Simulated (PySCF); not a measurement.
silicon dioxide molecule (O₂Si), SMILES [Si](=O)=O.

Coordinates come from a PBE-D3(BJ)/def2-TZVP optimisation.

Method: PySCF with PBE-D3(BJ)/def2-TZVP.

Frequencies are harmonic and unscaled.

Modes within 1.5 cm⁻¹ of each other (mostly degenerate sets) share a row, with their intensities summed.

Q: Give all harmonic wavenumbers and intensities. (An estimate is asked for; the answer gives what the named calculation found.)

A: 
| mode | ν (cm⁻¹) | IR (km/mol) | moving atoms (share of kinetic energy) |
|---|---|---|---|
| 1–2 | 274 | 122.0 | Si 53 %, O 47 % |
| 3 | 956 | 0.0 | O 100 % |
| 4 | 1392 | 74.8 | Si 53 %, O 47 % |
